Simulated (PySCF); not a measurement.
Isomers of C8H6F2.

All values: PBE0/pcSseg-1 (PySCF) at GFN2-xTB geometries, gas phase, one conformer each.

Problem. Rank by the highest Hirshfeld charge on any atom, lowest value first.
A. `C#C[C@H]1CC(=C\F)/C1=C/F`
B. `C#C/C=C1/C(=C)CC1(F)F`
C. `[CH2:1]=[C:2]1[CH:3]=[CH:4]/[C:5]1=[C:6]([F:7])/[CH:8]=[CH:9]/[F:10]` with C5–C6–C8–C9 180°

Solution. C (+0.075 e), A (+0.092 e), B (+0.182 e).

Problem. Rank by HOMO–LUMO gap, lowest first.
A. `C#C/C=C1/C(=C)CC1(F)F`
B. `[CH2:1]=[C:2]1[CH:3]=[CH:4]/[C:5]1=[C:6]([F:7])/[CH:8]=[CH:9]/[F:10]` with C5–C6–C8–C9 180°
C. `[CH2:1]=[C:2]([F:3])[c:4]1[cH:5][cH:6][cH:7][c:8]([F:9])[cH:10]1` with C1–C2–C4–C5 180°

Solution. A (4.62 eV), B (4.87 eV), C (5.50 eV).

Problem. Rank by the lowest IAO charge on any atom, highest value first.
A. `C#C[C@H]1CC(=C\F)/C1=C/F`
B. `[CH2:1]=[C:2]1[CH:3]=[CH:4]/[C:5]1=[C:6]([F:7])/[CH:8]=[CH:9]/[F:10]` with C5–C6–C8–C9 180°
C. `[CH2:1]=[C:2]([F:3])[c:4]1[cH:5][cH:6][cH:7][c:8]([F:9])[cH:10]1` with C1–C2–C4–C5 180°
D. `[CH2:1]=[CH:2][c:3]1[cH:4][cH:5][cH:6][c:7]([F:8])[c:9]1[F:10]` with C1–C2–C3–C4 0°
E. `C#C/C=C1/C(=C)CC1(F)F`

Solution. A (-0.266 e), D (-0.299 e), E (-0.317 e), B (-0.343 e), C (-0.370 e).

All values together:

| SMILES | μ (D) | HOMO (eV) | LUMO (eV) | lowest IAO charge (e) | highest IAO charge (e) | lowest Hirshfeld charge (e) | highest Hirshfeld charge (e) |
| --- | --- | --- | --- | --- | --- | --- | --- |
| C=Cc1cccc(F)c1F | 2.58 | -7.01 | -1.49 | -0.299 (C) | +0.262 (C) | -0.089 (C) | +0.073 (C) |
| C=C1C=C/C1=C(F)/C=C/F | 1.57 | -6.35 | -1.48 | -0.343 (C) | +0.272 (C) | -0.112 (C) | +0.075 (C) |
| C#C[C@@H]1C(=C)/C(=C\F)[C@H]1F | 0.95 | -7.04 | -1.53 | -0.313 (C/F) | +0.203 (H) | -0.117 (F) | +0.093 (H) |
| C#C[C@H]1CC(=C\F)/C1=C/F | 0.70 | -6.64 | -1.17 | -0.266 (F) | +0.202 (H) | -0.118 (C) | +0.092 (H) |
| C=C(F)c1cccc(F)c1 | 0.33 | -7.04 | -1.53 | -0.370 (C) | +0.300 (C) | -0.125 (C) | +0.091 (C) |
| C#C/C=C1/C(=C)CC1(F)F | 2.24 | -6.92 | -2.30 | -0.317 (C) | +0.566 (C) | -0.110 (F) | +0.182 (C) |

Conformers: `[CH2:1]=[CH:2][c:3]1[cH:4][cH:5][cH:6][c:7]([F:8])[c:9]1[F:10]` with C1–C2–C3–C4 0°; `[CH2:1]=[C:2]1[CH:3]=[CH:4]/[C:5]1=[C:6]([F:7])/[CH:8]=[CH:9]/[F:10]` with C5–C6–C8–C9 180°; `[CH2:1]=[C:2]([F:3])[c:4]1[cH:5][cH:6][cH:7][c:8]([F:9])[cH:10]1` with C1–C2–C4–C5 180°.
